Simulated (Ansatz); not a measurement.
`CB(F)CCl` and `CCB(C)F` differ in one atom or group.

Ansatz, PBE0-D4/def2-TZVP geometries, multiplicity 1. Each molecule was computed in one conformer, which needn't be the lowest.

```
                                        property  `CB(F)CCl`
             HOMO–LUMO gap (PBE/def2-TZVPP) / eV        5.05
  size of the dipole moment (PBE/def2-TZVPP) / D        1.86
           LUMO energy (ωB97M-V/def2-TZVPP) / eV        1.24
           HOMO–LUMO gap (B3LYP/def2-TZVPP) / eV        7.02
size of the dipole moment (B3LYP/def2-TZVPP) / D        1.97
              HOMO energy (PBE0/def2-TZVPP) / eV       -8.28
```

Question: Give the same properties after the change, and the shifts. (An estimate is asked.)

Answer: The calculation gave: 
| property | `CCB(C)F` | shift |
| --- | --- | --- |
| HOMO–LUMO gap (PBE/def2-TZVPP) / eV | 5.96 | 0.91 |
| size of the dipole moment (PBE/def2-TZVPP) / D | 1.23 | -0.63 |
| LUMO energy (ωB97M-V/def2-TZVPP) / eV | 1.96 | 0.72 |
| HOMO–LUMO gap (B3LYP/def2-TZVPP) / eV | 8.03 | 1.01 |
| size of the dipole moment (B3LYP/def2-TZVPP) / D | 1.31 | -0.66 |
| HOMO energy (PBE0/def2-TZVPP) / eV | -8.37 | -0.09 |

With PBE0 the HOMO falls by 0.09 eV and the LUMO rises by 0.89 eV, so the gap widens by about 0.98 eV. PBE moves the HOMO by -0.04 eV and ωB97M-V by -0.12 eV. Dipoles are sizes alone; their direction can turn.

B3LYP here is the variant with VWN-RPA as its local correlation; programs differ in this.
